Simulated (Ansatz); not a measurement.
Molecule: ScBr, net charge 0, singlet state. 
Coordinates optimised at B3LYP-D3(BJ)/def2-TZVP (Ansatz, an electronic-structure program):
```xyz
2

Sc     0.0000     0.0000    -1.4938
Br     0.0000     0.0000     0.8963
```

Basis-set convergence of Hartree-Fock and MP2 correlation energies (hartree) with Ansatz. Cores are frozen in the correlated levels unless marked. Spin-orbit coupling is left out. The frozen core is the preceding noble-gas configuration, with the filled d and f shells of earlier blocks. Non-relativistic.

The Hartree-Fock reference is unstable (checked in the largest basis), which strains HF and MP2. 

```
basis        functions        E(HF)  E(corr, MP2)
-----------  ---------  -----------  ------------
def2-SVPD           75  -3331.79959      -0.17021
def2-TZVPPD        124  -3332.21138      -0.21514
def2-QZVPPD        191  -3332.27391      -0.23477
```

Extrapolating the two largest sets (X = 3 and 4) as X^-3: E(corr) = (64·(-0.23477) - 27·(-0.21514))/37 = -0.2491 Eh, an estimate of the basis-set limit. The largest set recovers 94.2 % of it, the smallest 68.3 %.
